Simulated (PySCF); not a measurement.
A run for PySCF: R-B3LYP/6-31G* on C2H6BN (SMILES C=CBN), a point of a torsion scan.

```python
from pyscf import gto, scf, dft, mp
from pyscf.data.elements import chemcore

mol = gto.M(
    atom='''
    C     1.40176687    0.54919684    0.25001603
    C     0.76048755   -0.55627829   -0.11022554
    B    -0.73251698   -0.63228932   -0.57269411
    N    -1.64909630    0.29011977   -0.10457764
    H     0.91673690    1.51398204    0.24843330
    H     2.44124724    0.55857531    0.54397810
    H     1.33219968   -1.47942034   -0.10672898
    H    -1.09926169   -1.46763871   -1.31140870
    H    -2.62209959    0.30113306   -0.35914263
    H    -1.40569730    1.02441305    0.53965612
    ''',
    basis='6-31g*',
    cart=True,
    charge=0, spin=0, verbose=3, max_memory=1800)
mf = dft.RKS(mol, xc='b3lyp')
mf.conv_tol = 1e-8
mf.max_cycle = 100
mf.kernel()
if not mf.converged:
    mf = mf.newton().run(mf.mo_coeff, mf.mo_occ)
```

The log:

```
converged SCF energy = -159.444316535864
```

The calculation finished and met its thresholds.

Cost: about 11 core-seconds (a rough figure).
